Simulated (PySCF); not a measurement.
**Working out the ionisation energy of P²⁺**

P²⁺ [Ne] 3s2 3p1 (2P) → P³⁺ [Ne] 3s2 (1S). Calculation: PySCF 2.14, in x2c-TZVPPall (5s5p3d1f, 42 functions); the spin-free X2C one-electron Hamiltonian (Gaussian nucleus). Frozen: 1s2. Energies in hartree (1 hartree = 27.21139 eV):

| part | P²⁺ (lower) | P³⁺ (upper) |
| --- | --- | --- |
| UHF | -340.458611 | -339.371663 |
| MP2 opposite-spin | -0.153728 | -0.145995 |
| MP2 same-spin | -0.051257 | -0.048068 |

Q: What does Hartree-Fock give?

A: (-339.371663) − (-340.458611) = 1.086948 hartree = 29.577 eV.

Q: What do MP2 and SCS-MP2 (6/5 opposite-spin, 1/3 same-spin) give?

A: The opposite-spin parts differ by 0.210 eV and the same-spin parts by 0.087 eV. MP2: 29.577 + (0.210) + (0.087) = 29.874 eV. SCS-MP2: 29.577 + 1.2 × (0.210) + (0.087)/3 = 29.858 eV.

A first-order spin-orbit estimate adds 0.042 eV to MP2 (valence and next inner shell), giving 29.916 eV against 30.203 eV (measured; NIST Atomic Spectra Database, ionization energies).

What remains against the reference includes basis incompleteness, the frozen core and correlation beyond second order.
